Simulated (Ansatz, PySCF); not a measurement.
Gas-phase reaction (SMILES): C1=C[SiH2][SiH2]C=C1 [1,2-dihydrodisiline] + 8 [H][H] (H2) → 4 C (CH4) + 2 [SiH4] (SiH4); energy of full hydrogenation.

Each molecule is optimised on its own at B3LYP-D3(BJ)/def2-TZVP (Ansatz, a quantum-chemistry and plane-wave program), one conformer each, not searched for the lowest. Valence correlation only, unless marked. No spin-orbit coupling. No relativistic terms. CBS(X,Y): correlation extrapolated as X^-3; Hartree-Fock from the larger set. Unstable Hartree-Fock reference: C1=C[SiH2][SiH2]C=C1. Thermal terms are rigid-rotor harmonic-oscillator values from B3LYP-D3(BJ) frequencies (Ansatz or PySCF) at 298.15 K and 1 atm. 1 Eh = 627.5095 kcal/mol.

```json
[
 {"species": "C1=C[SiH2][SiH2]C=C1", "E, CCSD(T)/CBS(cc-pV(T+d)Z,cc-pV(Q+d)Z) (Ansatz) (Eh)": "-735.12594", "E, PBE/def2-TZVPD (Ansatz) (Eh)": "-735.74158", "H - E (Eh)": "0.10844"},
 {"species": "[H][H] (H2)", "E, CCSD(T)/CBS(cc-pV(T+d)Z,cc-pV(Q+d)Z) (Ansatz) (Eh)": "-1.17450", "E, PBE/def2-TZVPD (Ansatz) (Eh)": "-1.16589", "H - E (Eh)": "0.01336"},
 {"species": "C (CH4)", "E, CCSD(T)/CBS(cc-pV(T+d)Z,cc-pV(Q+d)Z) (Ansatz) (Eh)": "-40.45816", "E, PBE/def2-TZVPD (Ansatz) (Eh)": "-40.46301", "H - E (Eh)": "0.04840"},
 {"species": "[SiH4] (SiH4)", "E, CCSD(T)/CBS(cc-pV(T+d)Z,cc-pV(Q+d)Z) (Ansatz) (Eh)": "-291.45815", "E, PBE/def2-TZVPD (Ansatz) (Eh)": "-291.72111", "H - E (Eh)": "0.03520"}
]
```

Question: Work out ΔE and ΔH at 298.15 K at the first level, then ΔH at the second.

Answer: 
1. ΔE = [4×(-40.45816) + 2×(-291.45815)] - [(-735.12594) + 8×(-1.17450)] = -0.22700 Eh = -142.4 kcal/mol at CCSD(T)/CBS(cc-pV(T+d)Z,cc-pV(Q+d)Z).
2. The terms H - E add up to 0.04868 Eh, so ΔH = (-0.22700 + (0.04868))×627.5095 = -111.9 kcal/mol.
3. At PBE/def2-TZVPD the same steps give ΔE = -141.5 and ΔH = -111.0 kcal/mol, a shift of +0.9 from the first level.
4. These values are not checked against measurement here, since the tables used lack a sound gas-phase enthalpy of formation for at least one species.
